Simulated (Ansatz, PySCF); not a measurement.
The PySCF input:
```python
from pyscf import gto, scf, dft

mol = gto.M(
    atom='''
Ga    0.000000    0.000000    0.000000
''',
    basis='def2-tzvp',
    charge=-1,
    spin=2,
    verbose=4,
)

mf = dft.UKS(mol)
mf.xc = 'wb97m_v'
mf.grids.atom_grid = (99, 590)
mf.grids.prune = None
mf.kernel()
```

Q: Give the equivalent Ansatz (a quantum-chemistry and plane-wave program) input.

A: One answer among several that fit: 
Ansatz 0.2 input:
```yaml
crystal:
  periodic: [false, false, false]
  atoms:
    - {symbol: Ga, position_ang: [0.00000000, 0.00000000, 0.00000000]}
basis:
  gaussian:
    orbitals: def2-TZVP
hamiltonian:
  xc: {name: wB97M-V}
total_charge: -1
magnetization: {spin_polarized: true, initial_magnetization: 2}
accuracy: high
```

Both were run: PySCF gave -1924.696139 Eh and Ansatz -1924.696139 Eh, 0.000 mEh apart.
